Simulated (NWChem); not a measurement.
Species: Si$_{2}$NH$_{5}$O$_{2}$; SMILES O[Si@H]1N[SiH2]O1

```xyz
10

O     -0.0852    -2.1770    -0.5196
Si    -0.0020    -0.8455     0.4474
N      1.1881     0.3694     0.0601
Si    -0.0744     1.5526    -0.1696
O     -1.1923     0.3251     0.1633
H     -0.1132    -2.0259    -1.4696
H     -0.0103    -1.4048     1.8154
H      2.1983     0.3903     0.0572
H     -0.2156     2.1165    -1.5444
H     -0.1258     2.6708     0.8154
```
Atoms are numbered in this order, from 1.

Program: NWChem. Pople sets run with spherical d functions. All runs use the structure optimised with PBE0/def2-SVP. GIAO values for the isolated, static molecule; σ is the absolute isotropic shielding, δ = σ(reference) − σ with the isolated reference molecule computed at the same levels (1H: tetramethylsilane, 15N: ammonia, 17O: water, 29Si: tetramethylsilane).

| level | δ O1 (ppm) | δ Si2 (ppm) | δ N3 (ppm) | δ O5 (ppm) | δ H6 (ppm) | δ H7 (ppm) | δ H10 (ppm) |
|---|---|---|---|---|---|---|---|
| LDA (Slater exchange, VWN5)/pcSseg-1 | 112.8 | -26.6 | 65.6 | 115.2 | 2.93 | 5.37 | 6.04 |
| KT2/pcSseg-1 | 98.4 | -27.6 | 53.2 | 97.8 | 2.69 | 5.12 | 5.71 |
| PBE/pcSseg-1 | 100.0 | -32.5 | 56.0 | 102.4 | 2.62 | 5.13 | 5.76 |
| BHandHLYP/pcSseg-1 | 76.1 | -37.8 | 42.8 | 81.6 | 2.52 | 4.59 | 5.09 |
| B3LYP/6-311G** | 92.0 | -31.4 | 52.8 | 98.8 | 2.38 | 5.02 | 5.61 |
